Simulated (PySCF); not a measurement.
SMILES [CH3][Cd][CH3] (B3LYP/def2-SVP optimised geometry):

```
9

Cd     0.000     0.001     0.000
C     -2.136     0.001    -0.001
H     -2.526    -1.029     0.044
H     -2.526     0.477    -0.914
H     -2.527     0.554     0.868
C      2.137     0.001     0.000
H      2.527    -0.448     0.927
H      2.527     1.029    -0.074
H      2.526    -0.577    -0.853
```

Calculation: B3LYP/def2-TZVP, def2 effective core potentials past Kr (PySCF).

What are the frontier orbital energies and the dipole moment?

HOMO-2 -10.13 eV, HOMO-1 -8.24 eV, HOMO -6.62 eV, LUMO -0.32 eV, LUMO+1 -0.32 eV; dipole moment 0.00 D.

On the same geometry PBE/def2-TZVP, def2 effective core potentials past Kr in PySCF gives HOMO-2 -8.87 eV, HOMO-1 -7.29 eV, HOMO -5.77 eV, LUMO -0.71 eV, LUMO+1 -0.71 eV; dipole moment 0.00 D.
